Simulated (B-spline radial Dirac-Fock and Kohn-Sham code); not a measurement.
## What relativity does to the binding energies of F⁵⁺

System: fluorine as F⁵⁺, configuration [He] 2s2.

Both columns are ΔSCF binding energies of the configuration average from a radial atomic solver: non-relativistic Hartree-Fock with a point nucleus, and Dirac-Fock with a finite nucleus and the Coulomb interaction alone, averaged over the two j levels with weights 2j+1.

| shell | Hartree-Fock (eV) | Dirac-Fock (eV) | shift (eV) | shift (%) |
| --- | --- | --- | --- | --- |
| 1s | 867.8 | 868.6 | +0.82 | +0.09 |
| 2s | 153.9 | 154.0 | +0.17 | +0.11 |

Relativity binds 1s, 2s more strongly, among those listed most of all 2s in relative terms.

Values without a named source are computed, but for edge energies of neutral atoms, which are taken from tables.
